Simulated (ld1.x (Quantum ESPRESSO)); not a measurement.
## Building the TM potential for Xe (Z = 54) (PBEsol, fully relativistic).

ld1.x (Quantum ESPRESSO) 7.5 input, shortened:

```
&input
   title='Xe', zed=54., rel=2, dft='PBESOL', iswitch=3,
   config='[Kr] 4d10 5s2 5p6', rel_dist='average'
 /
 &inputp
   pseudotype=2, tm=.true., lloc=0,
   nlcc=.true., rcore=0.65
 /
3
5P  2  1   6.00   0.00  1.80  1.80  0.0
4D  3  2  10.00   0.00  0.95  0.95  0.0
5S  1  0   2.00   0.00  1.70  1.70  0.0
 &test
   configts(1)='4d10 5s2 5p6'
 /
```

Open shells are filled in proportion to 2j + 1 (rel_dist='average').

All-electron outer shells of the reference configuration (PBEsol, scalar-relativistic, ld1.x):

```
shell  level (eV)  outermost node (bohr)  outermost maximum (bohr)
   4s     -197.17                   0.36                      0.66
   4p     -141.07                   0.36                      0.69
   4d      -59.31                   0.34                      0.75
   5s      -19.78                   0.85                      1.63
   5p       -8.24                   0.92                      1.91
```

Results:

```json
{
 "Cutoffs needed": "140 Ry and 230 Ry (the cutoffs (Ry, on a coarse ladder) from which the occupation-weighted sum of valence levels, in a spherical-Bessel basis at the reference potential, stays within 10 and 1 mRy of its value at 400 Ry)",
 "Ghost test": "no extra level below or beside the all-electron valence levels (p1/2, p3/2, d3/2, d5/2, s, f tested) (spherical-Bessel basis up to 400 Ry, 20 bohr box)",
 "Largest excitation error": "-523 meV (all-electron minus pseudo) for 4d9 5s2 5p6, out of 7 test configurations"
}
```

Generation and tests took about 2.8 s on one core of a shared server CPU.
